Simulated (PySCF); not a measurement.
# Hartree-Fock beside MP2: Al2BH4 cation

All numbers below are calculated, not measured. The program is PySCF 2.14.0, an open-source quantum chemistry code, run on an isolated molecule that a program drew, which may never have been made. The molecule is Al2BH4 cation (charge +1, singlet), drawn as the SMILES string `[BH2][AlH][AlH+]`.

The geometry was optimised and harmonic frequencies were computed with HF and MP2, all in the cc-pV(D+d)Z basis, for the commonest isotopes, with a restricted reference for singlets and an unrestricted one otherwise, and a frozen core in MP2. Each result is a local minimum of its method.

Geometry at the HF minimum:
```xyz
7
Al2BH4 cation, angstrom
B     0.7390   -0.5933   -1.7671
Al    0.8408    1.5379   -1.9741
Al   -1.4501    2.9073   -1.3425
H     0.3876   -1.2745   -2.6848
H     1.0093   -1.1142   -0.7255
H     1.8714    2.6368   -2.3986
H    -2.7409    3.7208   -0.9899
```

Lengths of the bonds as drawn, in Å (atoms numbered as above):
| bond | HF | MP2 |
|---|---|---|
| B1-Al2 | 2.144 | 2.135 |
| Al2-Al3 | 2.743 | 2.725 |
| B1-H4 | 1.196 | 1.203 |
| B1-H5 | 1.196 | 1.203 |
| Al2-H6 | 1.565 | 1.568 |
| Al3-H7 | 1.566 | 1.570 |

Rotational constants, in GHz:
```
constant     HF    MP2
       A  15.59  15.11
       B  2.643  2.715
       C  2.304  2.348
```

Harmonic frequencies in cm^-1, each column in rising order, so a row needn't be the same motion in every method:
```
rank    HF   MP2
   1   108    96
   2   138   149
   3   274   278
   4   328   314
   5   359   334
   6   384   358
   7   551   530
   8   598   582
   9   616   587
  10   897   864
  11  1218     ?
  12  2057  2023
  13  2068  2025
  14  2701  2648
  15  2801  2753
```

**Estimate the missing MP2 frequency from the HF column.**

A single factor s that minimises the squared misfit of MP2 against s times HF over the other rows is sum(HF x MP2) / sum(HF^2) = 0.9797, with an rms misfit of 11 cm^-1. For rank 11 it gives 0.9797 x 1218 = 1193 cm^-1. The calculation gives 1159 cm^-1, 34 cm^-1 below the estimate. The drawn bonds are on average 0.1 % longer in MP2 than in HF.
